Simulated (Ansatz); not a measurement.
Sn(OH)4 (SnO4H4), relaxed as a singlet with RKS r2SCAN-D4/def2-SVP in Ansatz, starting from the GFN2-xTB geometry. Force threshold 0.02 eV/Å.

In the def2 sets Sn takes a core potential; there is no spin–orbit coupling.

Start:

```xyz
9

Sn    0.002    0.000    0.000
O     1.821   -0.117   -0.488
H     2.362   -0.640    0.105
O    -0.692    1.562   -0.801
H    -0.067    2.286   -0.873
O    -0.070    0.003    1.886
H    -0.903   -0.295    2.255
O    -1.053   -1.448   -0.598
H    -1.400   -1.350   -1.485
```

```csv
step,energy (eV),largest force component (eV/Å),SCF passes
1,-14077.1875,2.142,25
2,-14077.5425,0.329,27
3,-14077.5670,0.102,27
4,-14077.5737,0.013,27
5,-14077.5740,0.012,25
6,-14077.5742,0.024,25
7,-14077.5742,0.008,22
```

Force components are those of the run's own axes.

End:

```xyz
9

Sn   -0.0001   -0.0002    0.0006
O     1.9103   -0.0777   -0.4905
H     2.4098   -0.5529    0.1908
O    -0.7139    1.6137   -0.8839
H    -0.0115    2.2731   -0.9902
O    -0.0480   -0.0462    1.9735
H    -0.8884   -0.4216    2.2771
O    -1.1489   -1.4894   -0.5990
H    -1.5094   -1.2988   -1.4783
```

By distances, no bond broke or formed. The bond that changes most is Sn1–O6, from 1.89 to 1.97 Å (atoms count from 1).

The force fell under the threshold at step 4, but the optimiser went on. No frequencies were taken in this run, so the end may be a saddle point.

It took 14 s on 4 threads of Arm Neoverse V2 on a shared host.
